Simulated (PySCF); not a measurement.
Bi⁺: ionisation energy

Bi⁺ [Xe] 4f14 5d10 6s2 6p2 (3P) → Bi²⁺ [Xe] 4f14 5d10 6s2 6p1 (2P), as a difference of total energies. Computed with PySCF 2.14 in def2-TZVPPD with the def2 core potential (60 electrons), with scalar relativity through the core potential. Correlated levels: valence and next inner shell: nothing frozen outside the core potential. The calculations carry no spin-orbit coupling.

```
                                method  ionisation energy (eV)  difference from reference (eV)
                                   UHF                  15.308                          -1.395
    MP2 (valence and next inner shell)                  15.766                          -0.937
SCS-MP2 (valence and next inner shell)                  15.635                          -1.068
   CCSD (valence and next inner shell)                  15.708                          -0.995
CCSD(T) (valence and next inner shell)                  15.731                          -0.972
```

Reference: 16.703 eV (measured; NIST Atomic Spectra Database, ionization energies).

Spin-orbit coupling is strong in these open shells (close to jj coupling). The scalar numbers leave it out and a first-order estimate fails, so it can dominate the gap to the real levels.

Errors of the correlated levels include the incompleteness of this basis.
